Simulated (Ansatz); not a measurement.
C₄H₁₁BO (SMILES CB(O)C(C)C), singlet, geometry from GFN2-xTB; SC-NEVPT2/STO-3G, CASSCF(2,2) (Ansatz, a first-principles code).

Ansatz was given this input:
Ansatz 0.2 input:
```yaml
crystal:
  periodic: [false, false, false]
  atoms:
    - {symbol: B, position_ang: [0.00670103, 0.77749781, 0.27720440]}
    - {symbol: C, position_ang: [1.21993518, 1.64083055, -0.29145197]}
    - {symbol: H, position_ang: [2.13968479, 1.06105828, -0.31271499]}
    - {symbol: H, position_ang: [1.41301901, 2.54172670, 0.29031316]}
    - {symbol: H, position_ang: [1.03120043, 1.94992420, -1.31740025]}
    - {symbol: O, position_ang: [-0.70251176, 1.17378370, 1.34194438]}
    - {symbol: H, position_ang: [-0.44566866, 2.00044924, 1.75289180]}
    - {symbol: C, position_ang: [-0.45913338, -0.59766338, -0.41124302]}
    - {symbol: C, position_ang: [-0.75938900, -1.67902016, 0.63551108]}
    - {symbol: C, position_ang: [0.51179552, -1.15188514, -1.45684329]}
    - {symbol: H, position_ang: [-1.40531414, -0.38542218, -0.92656527]}
    - {symbol: H, position_ang: [-1.17640176, -2.56795838, 0.16490647]}
    - {symbol: H, position_ang: [0.15364294, -1.96326704, 1.15477993]}
    - {symbol: H, position_ang: [-1.46817791, -1.30550521, 1.36897606]}
    - {symbol: H, position_ang: [0.68843306, -0.42657696, -2.24675641]}
    - {symbol: H, position_ang: [0.11019474, -2.05779532, -1.90814512]}
    - {symbol: H, position_ang: [1.46672654, -1.39796339, -0.99769924]}
basis:
  gaussian:
    orbitals: STO-3G
magnetization: {spin_polarized: false}
correlation: {method: sc_nevpt2, electrons: all, active_space: {window: {electrons: 2, orbitals: 2}}}
```

Write the output that Ansatz gives for this input, abridged.


```
Functional definition: HF
576 factors; integrals over basis functions are off by at most 8.2e-5 eV
mean field evaluation 1: about -6918.5086 eV, gradient 2.2e1 eV
mean field evaluation 2: about -6918.8312 eV, gradient 2.2e1 eV
mean field evaluation 4: about -6920.6328 eV, gradient 1.8e0 eV
mean field evaluation 8: about -6920.6439 eV, gradient 4.7e-5 eV
mean field -6920.64390783 eV, -254.3289726317 hartree, gradient 2.1e-6 eV, S^2 0.000000; 0 other end points of the search recorded, 0 dependent functions left out
reference -6920.64390783 eV, -254.3289726317 hartree; 24, 24 occupied and 17, 17 virtual orbitals, 576 factors
state -6921.03404869 eV, -254.3433100440 hartree
state -6921.03404869 eV, -254.3433100440 hartree; corrected -6928.50224984 eV, -254.6177613741 hartree
state -6920.92023342 eV, -254.3391274100 hartree
state -6920.92023342 eV, -254.3391274100 hartree; corrected -6928.49161601 eV, -254.6173705880 hartree
state -6921.03404869 eV, -254.3433100440 hartree; corrected -6928.50224984 eV, -254.6177613741 hartree
state -6920.97336419 eV, -254.3410799296 hartree
state -6920.97336419 eV, -254.3410799296 hartree; corrected -6928.48296767 eV, -254.6170527675 hartree
state -6921.03404869 eV, -254.3433100440 hartree; corrected -6928.50224984 eV, -254.6177613741 hartree
2 active orbitals were swapped for others, from the solution at -6920.92023262 eV, -254.3391273806 hartree to that at -6921.03404678 eV, -254.3433099736 hartree; typed "places" are swapped only where nearly empty or full, and so, without "given_window_search", are "orbital_numbers", "shells" and a window whose orbitals a file names under [Active]
Total energy: -6928.50224984 eV, -254.6177613741 hartree
```
